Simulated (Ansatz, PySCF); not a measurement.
Process, species as SMILES: [SnH4] (SnH4) → [SnH3] (SnH3) + H atom (the H-Sn bond at the site shown breaks; other sites are not compared here)
Geometries: B3LYP-D3(BJ)/def2-TZVP minima from Ansatz (a first-principles code). Frequencies are from PySCF.

Quantity: bond dissociation energy (enthalpy at 298 K, with B3LYP-D3(BJ) rigid-rotor harmonic-oscillator terms), in kJ/mol. Cores are frozen in the correlated levels unless marked. Open shells are spin-unrestricted. Spin-orbit coupling is left out. Frozen are the shells of the preceding noble gas and the d and f shells that filled before the atom's block. Past Kr the def2 sets carry scalar-relativistic core potentials. CBS(X,Y): correlation extrapolated as X^-3; Hartree-Fock from the larger set.

```
level                                        program  bond dissociation energy (kJ/mol)
------------------------------------  --------------  ---------------------------------
HF-D3(BJ)/def2-TZVPD                   PySCF + dftd3                                  …
revPBE-D3(BJ)/def2-TZVPD              Ansatz + dftd3                              297.8
revPBE/def2-TZVPD                             Ansatz                              294.8
BHLYP-D3(BJ)/def2-TZVPD               Ansatz + dftd3                                  …
TPSSh-D4/def2-TZVPD                    PySCF + dftd4                                  …
HSE06/def2-TZVPD                              Ansatz                              304.1
LC-wPBE-D3(BJ)/def2-TZVPD             Ansatz + dftd3                              311.0
SCS-MP2/def2-TZVPPD                           Ansatz                              312.1
CCSD/def2-SVPD                                Ansatz                              299.6
CCSD(T)/CBS(def2-TZVPPD,def2-QZVPPD)          Ansatz                                  …
```

Question: Some entries are withheld; supply them.

Answer: 
- HF-D3(BJ)/def2-TZVPD, bond dissociation energy (kJ/mol): 245.7
- BHLYP-D3(BJ)/def2-TZVPD, bond dissociation energy (kJ/mol): 314.6
- TPSSh-D4/def2-TZVPD, bond dissociation energy (kJ/mol): 322.0
- CCSD(T)/CBS(def2-TZVPPD,def2-QZVPPD), bond dissociation energy (kJ/mol): 316.4
